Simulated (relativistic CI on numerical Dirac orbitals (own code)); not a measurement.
Ligand-field terms of d5

Computed with a parametric ligand-field model of a d^n configuration (Racah B and C, spin-orbit zeta, crystal field), exact diagonalisation.

Field parameters in Wybourne normalisation: Td as Oh with Dq negative (B⁴₀ = 21Dq, B⁴₄ = √(5/14) B⁴₀). The field is a parameter set, without covalency.

B = 720 cm⁻¹, C = 2980 cm⁻¹ (C/B = 4.14), Td, no spin-orbit coupling. Tanabe-Sugano data, E/B above the lowest term (Δ = |10Dq|; b, c mark the second and third term of a kind):

| Δ/B | 6A1 | 4T1 | 4T2 | 4T1(b) | 2T2 | 2A2 |
| --- | --- | --- | --- | --- | --- | --- |
| 1.0 | 0.00 | 30.54 | 30.67 | 36.12 | 43.93 | 44.00 |
| 1.9 | 0.00 | 30.16 | 30.62 | 36.47 | 43.45 | 43.73 |
| 2.8 | 0.00 | 29.63 | 30.52 | 36.96 | 42.68 | 43.32 |
| 3.7 | 0.00 | 29.00 | 30.39 | 37.52 | 41.66 | 42.81 |
| 4.6 | 0.00 | 28.30 | 30.22 | 38.15 | 40.44 | 42.22 |
| 5.5 | 0.00 | 27.56 | 30.00 | 38.79 | 39.08 | 41.56 |
| 6.4 | 0.00 | 26.79 | 29.73 | 39.44 | 37.63 | 40.86 |
| 7.3 | 0.00 | 25.99 | 29.41 | 40.09 | 36.12 | 40.12 |
| 8.2 | 0.00 | 25.19 | 29.05 | 40.71 | 34.59 | 39.37 |
| 9.1 | 0.00 | 24.37 | 28.62 | 41.33 | 33.00 | 38.59 |
| 10.0 | 0.00 | 23.53 | 28.15 | 41.92 | 31.39 | 37.79 |
| 10.9 | 0.00 | 22.69 | 27.63 | 42.49 | 29.76 | 36.98 |
| 11.8 | 0.00 | 21.85 | 27.06 | 43.02 | 28.11 | 36.16 |
| 12.7 | 0.00 | 21.01 | 26.46 | 43.50 | 26.48 | 35.34 |
| 13.6 | 0.00 | 20.15 | 25.82 | 43.95 | 24.80 | 34.50 |
| 14.5 | 0.00 | 19.29 | 25.15 | 44.37 | 23.12 | 33.65 |
| 15.4 | 0.00 | 18.42 | 24.45 | 44.74 | 21.44 | 32.80 |
| 16.3 | 0.00 | 17.55 | 23.73 | 45.07 | 19.74 | 31.95 |
| 17.2 | 0.00 | 16.70 | 23.00 | 45.36 | 18.06 | 31.10 |
| 18.1 | 0.00 | 15.83 | 22.25 | 45.62 | 16.36 | 30.24 |
| 19.0 | 0.00 | 14.95 | 21.47 | 45.85 | 14.64 | 29.37 |
| 19.9 | 0.00 | 14.08 | 20.69 | 46.05 | 12.92 | 28.50 |
| 20.8 | 0.00 | 13.20 | 19.90 | 46.23 | 11.20 | 27.63 |
| 21.7 | 0.00 | 12.33 | 19.10 | 46.38 | 9.50 | 26.77 |

The ground term stays 6A1.
